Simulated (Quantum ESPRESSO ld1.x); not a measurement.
All-electron atom: neutral platinum in [Xe] 4f14 5d9 6s1 (the NIST ground configuration). Method: Dirac Kohn-Sham, LDA (Slater exchange, Perdew-Zunger correlation), spin-unpolarised, spherical densities, point nucleus; open shells fill j = l - 1/2 first; computed with ld1.x of Quantum ESPRESSO 7.5.

Unscreened Slater integrals over Kohn-Sham orbitals (hartree). Large and small components are both included.

F0(5d5/2,5d5/2): 0.52544
F2(5d5/2,5d5/2): 0.26232
F4(5d5/2,5d5/2): 0.17047
F0(5d5/2,6s1/2): 0.36878
G2(5d5/2,6s1/2): 0.098607
F0(5d5/2,5d3/2): 0.53884
F2(5d5/2,5d3/2): 0.26959
G2(5d5/2,5d3/2): 0.26918
G4(5d5/2,5d3/2): 0.17527
F0(5d5/2,5p3/2): 0.62157
F2(5d5/2,5p3/2): 0.29465
G1(5d5/2,5p3/2): 0.35024
G3(5d5/2,5p3/2): 0.21477
F0(5d5/2,5p1/2): 0.63744
G3(5d5/2,5p1/2): 0.19415
F0(6s1/2,6s1/2): 0.31123
F0(6s1/2,5d3/2): 0.37291
G2(6s1/2,5d3/2): 0.090066
F0(6s1/2,5p3/2): 0.39336
G1(6s1/2,5p3/2): 0.027892
F0(6s1/2,5p1/2): 0.39666
G1(6s1/2,5p1/2): 0.020910
F0(5d3/2,5d3/2): 0.55323
F2(5d3/2,5d3/2): 0.27809
F0(5d3/2,5p3/2): 0.64331
F2(5d3/2,5p3/2): 0.31224
G1(5d3/2,5p3/2): 0.37909
G3(5d3/2,5p3/2): 0.23263
F0(5d3/2,5p1/2): 0.66109
G1(5d3/2,5p1/2): 0.34694
F0(5p3/2,5p3/2): 0.79295
F2(5p3/2,5p3/2): 0.42558
F0(5p3/2,5p1/2): 0.82831
G2(5p3/2,5p1/2): 0.43322
F0(5p1/2,5p1/2): 0.87056
